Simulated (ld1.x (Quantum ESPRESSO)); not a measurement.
**Transferability test, TM potential for Ge (Z = 32)**

- Element: germanium (Ge)
- Generator: ld1.x (Quantum ESPRESSO) 7.5
- Type: norm-conserving Troullier–Martins (Kleinman–Bylander form)
- Functional: LDA (PZ)
- Relativity: fully relativistic
- Frozen core: [Ar] 3d10
- Valence charge: 4
- Reference configuration: 4s2 4p2
- Partial waves: 4s (bound): rc 1.70 bohr; 4p (bound): rc 1.65 bohr
- Local potential: the p channel
- Core correction: Bessel-smoothed model core inside 1.55 bohr

Open shells are filled in proportion to 2j + 1 (rel_dist='average').

Energies are relative to the spin-unpolarised reference configuration 4s2 4p2; without spin polarisation the order of configurations can differ from experiment. The p channel is local and has no spin–orbit splitting in the pseudo-atom.

| valence configuration | charge | ΔE all-electron (eV) | error AE − PS (meV) |
| --- | --- | --- | --- |
| 4s2 4p1 | +1 | 7.639 | -2.9 |
| 4s2 4p0 | +2 | 23.358 | -44 |
| 4s1 4p0 | +3 | 58.576 | -268 |
| 4s1 4p2 | +1 | 16.412 | -24 |
| 4s0 4p4 | 0 | 16.352 | -38 |

(1) What are ΔE and the potential's error for 4s2 4p2.3?

(2) What are ΔE and the potential's error for 4s1 4p3?

Note: ghost state, extra bound levels that the all-electron valence spectrum of the same l lacks: s at -2165.0 eV. A true bound ghost makes a file unfit for plane-wave use.

Answers

(1) ΔE = -0.928 eV all-electron; the error (AE − PS) is -0.7 meV.

(2) ΔE = 8.040 eV all-electron; the error (AE − PS) is -11 meV.
